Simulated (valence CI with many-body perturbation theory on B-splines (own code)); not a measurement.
Valence orbitals of Dy²⁵⁺

Level of theory: configuration interaction combined with many-body perturbation theory (CI+MBPT): five valence electrons over a frozen Dirac-Fock core [Kr], radial functions for each j: 7 s, 7 p, 8 d, 6 f, 4 g, 1 h, with the one-electron correlation potential Σ1, the two-electron term Σ2, the three-electron term Σ3, Breit, model QED; selected CI, second order for the rest (own B-spline code, finite nucleus).

No measured levels were compared; by estimate terms of the open shell hold to 2 to 4 % of their energy, and close levels can change places. Core correlation moves these levels by up to 9800 cm⁻¹, and in measured spectra 5 to 20 % of such shifts remained as error; rates that hang on mixing are uncertain with them. Only levels of the ground parity were solved; by the run's estimate the other parity begins above the list, which can be wrong where configurations are misplaced.

These are the spectroscopic orbitals of the CI (the correlating ones are not listed), shaped by the core and the other valence electrons. h is the expectation value of the core's Dirac-Fock operator, without the valence repulsion; Σ1 is computed up to l = 3 at one energy for each symmetry, that of its lowest orbital but kept below the first core excitation, so for empty shells it is not the orbital's own correlation shift; Breit and QED include the response of the core.

| Orbital | h (hartree) | Σ1 (cm⁻¹) | Breit (cm⁻¹) | QED (cm⁻¹) | ⟨r⟩ (bohr) |
| --- | --- | --- | --- | --- | --- |
| 5s1/2 | -26.71 | -10410 | 2262 | 1775 | 0.9079 |
| 6s1/2 | -17.122 | -4005 | 1181 | 931 | 1.418 |
| 7s1/2 | -11.932 | -2048 | 679 | 542 | 2.047 |
| 5p1/2 | -25.342 | -9989 | 3464 | -32.6 | 0.9299 |
| 6p1/2 | -16.398 | -4032 | 1860 | -15.7 | 1.454 |
| 7p1/2 | -11.504 | -2109 | 1089 | -8.8 | 2.097 |
| 5p3/2 | -24.612 | -9029 | 2051 | 140 | 0.9602 |
| 6p3/2 | -16.02 | -3749 | 1117 | 77.0 | 1.490 |
| 7p3/2 | -11.281 | -1984 | 709 | 46.0 | 2.140 |
| 4d3/2 | -38.827 | -21101 | 3806 | -486 | 0.5220 |
| 5d3/2 | -22.404 | -8911 | 1535 | -155 | 0.9857 |
| 6d3/2 | -14.843 | -4063 | 813 | -79.4 | 1.551 |
| 4d5/2 | -38.452 | -20519 | 2055 | -282 | 0.5284 |
| 5d5/2 | -22.248 | -8806 | 884 | -78.1 | 0.9935 |
| 6d5/2 | -14.76 | -4017 | 473 | -39.6 | 1.560 |
| 4f5/2 | -32.62 | -41408 | 410 | -360 | 0.5126 |
| 5f5/2 | -19.861 | -8775 | 285 | -118 | 1.021 |
| 4f7/2 | -32.539 | -38088 | -509 | -298 | 0.5150 |
| 5f7/2 | -19.825 | -8608 | -75.1 | -93.2 | 1.024 |
| 5g7/2 | -18.2 |  | -97.4 | -38.5 | 0.9939 |
| 5g9/2 | -18.192 |  | -158 | -30.6 | 0.9946 |

Among the shells of the start configuration 4d5, Σ1 is largest in size for 4d3/2, where it is 0.25 % of h.

Lowest root of each symmetry, sizes in configuration state functions:

```tsv
J	Parity	Roots	Reference	Variational	Second order	Change by selected CI (cm⁻¹)	Change by second order (cm⁻¹)
1/2	even	4	13	23583	351138	-26731	-29
3/2	even	7	19	26072	803480	-25721	-79
5/2	even	10	24	27383	960078	-22363	-107
7/2	even	7	20	25126	1020858	-24398	-203
9/2	even	5	14	25101	858772	-24324	-211
11/2	even	3	7	25347	685453	-23271	-83
13/2	even	1	3	20226	495006	-22450	-42
```
